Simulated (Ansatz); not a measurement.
CH7FSi2, SMILES `F[SiH2]C[SiH3]`. Total charge 0; spin multiplicity 1.

Cartesian coordinates in Å:
```
F -1.0348 -2.7126 -0.3089
Si -0.4214 -1.3051 -0.7718
C -0.1743 -0.2110 0.7023
Si 0.5480 1.4770 0.3165
H 0.8692 -1.5870 -1.4475
H -1.3797 -0.6995 -1.7292
H -1.1381 -0.0685 1.2035
H 0.4899 -0.7171 1.4116
H 0.7050 2.2722 1.5623
H -0.3447 2.2195 -0.6123
H 1.8809 1.3321 -0.3264
```

(1) What are the harmonic wavenumbers in cm⁻¹ at PBE0-D4/def2-TZVP (Ansatz, finite differences of forces, unscaled)? (Estimate.)

(2) Is this a minimum?

(3) Give the ideal-gas thermochemistry at 298.15 K and 1 bar (rigid rotor, harmonic oscillator; point group Cs, symmetry number 1).

Answers

(1) Ansatz gave: 41, 102, 133, 252, 458, 554, 562, 717, 733, 779, 832, 864, 904, 937, 948, 952, 971, 1022, 1071, 1389, 2224, 2227, 2229, 2240, 2242, 3054, 3112.

(2) Yes, all 27 modes are real.

(3) Zero-point energy 188.7 kJ/mol; H(298) − E = 209.4 kJ/mol; entropy 347.0 J/(mol·K), of which translation 165.5, rotation 110.5, vibration 71.0; G(298) − E = 105.9 kJ/mol. Modes under 100 cm⁻¹ are hindered rotations or soft bends, so the harmonic entropy is rough.
